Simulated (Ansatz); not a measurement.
Basis sets compared for (HGaSe)4 cubane (Ga₄H₄Se₄). Total charge 0; singlet. Geometry PBE-D4/def2-SVP. Ansatz on 2 threads of AMD EPYC 7R13 on a shared host and a share (18 GiB) of an NVIDIA H100 80GB HBM3; times are rough, and most runs start from earlier orbitals.

```xyz
12

Ga    1.938    0.381    0.169
H     3.471    0.682    0.304
Se    1.193   -1.390   -1.438
Ga   -0.346   -1.893    0.474
H    -0.619   -3.391    0.849
Se    0.678   -0.387    2.194
Ga   -1.015    1.184    1.224
H    -1.818    2.120    2.192
Se    0.406    2.224   -0.557
Ga   -0.577    0.329   -1.868
H    -1.034    0.589   -3.345
Se   -2.277   -0.447   -0.199
```

Single mean-field runs in def2-TZVP are fitted with def2-universal-jkfit.

Binding counts from free atoms (Ga doublet, H doublet, Se triplet) in the same basis, without a counterpoise term.

```tsv
level	functions	energy (Eh)	HOMO (eV)	LUMO (eV)	binding per atom (eV)	wall time
PBE-D4/def2-SVP	276	-17303.6925	-6.44	-2.23	2.96	4.5 s
PBE0-D4/def2-SVP	276	-17304.1660	-7.53	-1.49	2.95	6 s
```

Q: Estimate the rows for PBE-D4/def2-TZVP (with forces), PBE0-D4/def2-TZVP (with forces).

A: 
| level | functions | energy (Eh) | HOMO (eV) | LUMO (eV) | binding per atom (eV) | wall time |
| --- | --- | --- | --- | --- | --- | --- |
| PBE-D4/def2-TZVP (with forces) | 408 | -17305.8556 | -6.43 | -2.32 | 2.94 | 9.5 s |
| PBE0-D4/def2-TZVP (with forces) | 408 | -17306.3264 | -7.47 | -1.56 | 2.93 | 7 s |
